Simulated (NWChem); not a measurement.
System: CH₃ClN₂Sr

```xyz
8

Sr    -0.0485     0.4424     0.0000
Cl    -0.0412     3.0852     0.0000
C     -0.8127    -2.2881     0.0000
N     -0.6228    -1.6662    -1.1541
N     -0.6228    -1.6662     1.1541
H     -1.1391    -3.3492     0.0000
H     -0.8134    -2.2611    -1.9525
H     -0.8134    -2.2611     1.9525
```
Atoms are numbered in this order, from 1.

Level: PBE0/def2-SVP with def2 effective core potentials on Sr (NWChem), optimised geometry, unscaled harmonic frequencies. def2 effective core potentials on Sr; no spin-orbit coupling.

```csv
frequency (cm⁻¹),IR intensity (km/mol)
24,15.6
45,12.7
198,124.2
259,2.7
327,12.6
333,126.3
624,0.1
714,13.7
753,122.6
1050,0.5
1166,0.1
1167,155.8
1335,160.8
1441,56.8
1652,346.8
3024,89.0
3647,44.3
3649,8.0
```

```json
{
  "zero_point_energy": "30.6 kcal/mol",
  "thermal correction to the enthalpy at 298.15 K (with zero-point energy)": "35.5 kcal/mol",
  "heat capacity Cv": "20.3 cal/(mol K)",
  "entropy at 298.15 K and 1 atm (symmetry number 1)": "87.9 cal/(mol K)"
}
```

Rigid rotor and harmonic oscillator; modes under 100 cm⁻¹ make the entropy uncertain.
